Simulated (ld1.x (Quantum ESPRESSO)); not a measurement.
**u(r) = r·R(r): atom against pseudo-atom (Be (Z = 4))**

Columns: radius, all-electron u(r) and pseudo u(r) of the 2s shell (level -5.55 eV) of beryllium in the configuration [He] 2s2 2p0; Wu–Cohen, scalar-relativistic, TM scheme, ld1.x (Quantum ESPRESSO) 7.5.

```json
{"r (bohr)": "0.200", "all-electron": "0.2499", "pseudo": "-0.0610"}
{"r (bohr)": "0.400", "all-electron": "0.1670", "pseudo": "-0.1249"}
{"r (bohr)": "0.600", "all-electron": "-0.0045", "pseudo": "-0.1944"}
{"r (bohr)": "0.800", "all-electron": "-0.1790", "pseudo": "-0.2714"}
{"r (bohr)": "1.000", "all-electron": "-0.3280", "pseudo": "-0.3556"}
{"r (bohr)": "1.200", "all-electron": "-0.4459", "pseudo": "-0.4423"}
{"r (bohr)": "1.400", "all-electron": "-0.5324", "pseudo": "-0.5220"}
{"r (bohr)": "1.600", "all-electron": "-0.5897", "pseudo": "-0.5837"}
{"r (bohr)": "1.800", "all-electron": "-0.6224", "pseudo": "-0.6209"}
{"r (bohr)": "2.000", "all-electron": "-0.6350", "pseudo": "-0.6349"}
{"r (bohr)": "2.200", "all-electron": "-0.6320", "pseudo": "-0.6320"}
{"r (bohr)": "2.400", "all-electron": "-0.6171", "pseudo": "-0.6171"}
{"r (bohr)": "2.600", "all-electron": "-0.5936", "pseudo": "-0.5936"}
{"r (bohr)": "2.800", "all-electron": "-0.5639", "pseudo": "-0.5639"}
{"r (bohr)": "3.000", "all-electron": "-0.5301", "pseudo": "-0.5301"}
{"r (bohr)": "3.200", "all-electron": "-0.4938", "pseudo": "-0.4938"}
{"r (bohr)": "3.400", "all-electron": "-0.4564", "pseudo": "-0.4564"}
{"r (bohr)": "3.600", "all-electron": "-0.4190", "pseudo": "-0.4190"}
{"r (bohr)": "3.800", "all-electron": "-0.3826", "pseudo": "-0.3826"}
{"r (bohr)": "4.000", "all-electron": "-0.3479", "pseudo": "-0.3479"}
{"r (bohr)": "4.200", "all-electron": "-0.3154", "pseudo": "-0.3154"}
{"r (bohr)": "4.400", "all-electron": "-0.2852", "pseudo": "-0.2852"}
{"r (bohr)": "4.600", "all-electron": "-0.2573", "pseudo": "-0.2573"}
{"r (bohr)": "4.800", "all-electron": "-0.2319", "pseudo": "-0.2319"}
{"r (bohr)": "5.000", "all-electron": "-0.2086", "pseudo": "-0.2086"}
{"r (bohr)": "5.200", "all-electron": "-0.1875", "pseudo": "-0.1875"}
```

(1) How many radial nodes do the two functions have?

(2) At about which radius was the pseudo-wave matched?

(3) Is the pseudo-wave norm-conserving?

## Answers

(1) The all-electron 2s function has n − l − 1 = 1; the pseudo-wave has 0, since the states of the same l below it are removed with the core.

(2) 2.20 bohr, where the columns begin to agree (steps of 0.20 bohr).

(3) Yes: the TM scheme keeps the norm inside the radius equal to the all-electron one, which fixes the energy derivative of the logarithmic derivative at the level.
